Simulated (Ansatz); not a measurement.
Cost and result for the atomization energy of `O=CC(Cl)O[SiH3]` (11 atoms, 10 bonds).

```csv
atom,x (Å),y (Å),z (Å)
O1,2.359,-1.832,-0.653
C2,1.249,-1.442,-0.860
C3,0.725,-0.120,-0.330
Cl4,0.680,0.971,-1.777
O5,-0.515,-0.314,0.206
Si6,-1.420,0.868,0.960
H7,0.503,-2.008,-1.452
H8,1.439,0.336,0.359
H9,-0.517,1.693,1.804
H10,-2.104,1.722,-0.037
H11,-2.401,0.127,1.781
```

Charge 0, multiplicity 1. The geometry is a stationary point of PBE0-D4/def2-TZVP. It is one conformer, not always the lowest. Program: Ansatz. All runs use 4 threads of an Arm Neoverse V1 on a shared host. Times are those of one run each, without the atoms' runs, and a repeat can differ threefold. Electronic energies, without spin–orbit coupling; frozen cores. CCSD(T)/CBS adds CCSD(T) − MP2 in def2-TZVPP to the MP2 limit, and its time is that of the two runs behind it. T1 = 0.013. HSE06 is the plane-wave form, built on full-range PBE exchange.

CCSD(T)/CBS is a level of theory with its own doubt, some kJ/mol a heavy atom from the limit and from the frozen cores, so smaller differences don't rank the functionals.

```json
{"level": "BLYP-D4/def2-TZVPP", "functions": "278", "wall time": "2.6 s", "atomization (kcal/mol)": "985.3", "difference from CCSD(T)/CBS": "1.0", "per bond": "0.1"}
{"level": "PBE-D4/def2-TZVPP (with forces)", "functions": "278", "wall time": "3.2 s", "atomization (kcal/mol)": "1009.3", "difference from CCSD(T)/CBS": "25.0", "per bond": "2.5"}
{"level": "PBE0-D4/def2-TZVPP", "functions": "278", "wall time": "4.2 s", "atomization (kcal/mol)": "983.0", "difference from CCSD(T)/CBS": "-1.3", "per bond": "-0.1"}
{"level": "HSE06-D4/def2-TZVPP", "functions": "278", "wall time": "4.5 s", "atomization (kcal/mol)": "983.9", "difference from CCSD(T)/CBS": "-0.4", "per bond": "0.0"}
{"level": "BHLYP-D4/def2-TZVPP", "functions": "278", "wall time": "4.7 s", "atomization (kcal/mol)": "943.2", "difference from CCSD(T)/CBS": "-41.1", "per bond": "-4.1"}
{"level": "CAM-B3LYP-D4/def2-TZVPP", "functions": "278", "wall time": "5 s", "atomization (kcal/mol)": "986.1", "difference from CCSD(T)/CBS": "1.8", "per bond": "0.2"}
{"level": "r2SCAN-D4/def2-TZVPP (with forces)", "functions": "278", "wall time": "6 s", "atomization (kcal/mol)": "987.3", "difference from CCSD(T)/CBS": "3.0", "per bond": "0.3"}
{"level": "r2SCANh-D4/def2-TZVPP", "functions": "278", "wall time": "7 s", "atomization (kcal/mol)": "977.9", "difference from CCSD(T)/CBS": "-6.4", "per bond": "-0.6"}
{"level": "B2PLYP/def2-TZVPP", "functions": "278", "wall time": "8 s", "atomization (kcal/mol)": "971.5", "difference from CCSD(T)/CBS": "-12.8", "per bond": "-1.3"}
{"level": "CCSD(T)/def2-SVP", "functions": "117", "wall time": "8.5 s", "atomization (kcal/mol)": "924.6", "difference from CCSD(T)/CBS": "-59.7", "per bond": "-6.0"}
{"level": "MP2/def2-QZVPP", "functions": "518", "wall time": "36 s", "atomization (kcal/mol)": "998.4", "difference from CCSD(T)/CBS": "14.1", "per bond": "1.4"}
{"level": "CCSD(T)/def2-TZVPP", "functions": "278", "wall time": "5.2 min", "atomization (kcal/mol)": "955.5", "difference from CCSD(T)/CBS": "-28.8", "per bond": "-2.9"}
{"level": "CCSD(T)/CBS(def2)", "functions": "–", "wall time": "5.8 min", "atomization (kcal/mol)": "984.3", "difference from CCSD(T)/CBS": "0.0", "per bond": "0.0"}
```

The D4 term adds +10.1 kcal/mol with B3LYP and +5.3 kcal/mol with PBE0; it sums over pairs of atoms, weighted by their polarisabilities, and B3LYP, whose exchange is more repulsive, gets the larger term. From PBE to PBE0 (25 % exact exchange), in def2-TZVPP and without D4, the atomization energy moves by −25.4 kcal/mol: exact exchange takes away binding that semilocal exchange gives to molecules. At CCSD(T), def2-SVP lies −59.7 kcal/mol from the extrapolated value and def2-TZVPP −28.7 kcal/mol: correlation converges slowly with the basis, and small sets miss more of it in the bonded molecule than in its fragments.

B3LYP here is the variant with VWN-RPA as its local correlation; programs differ in this.
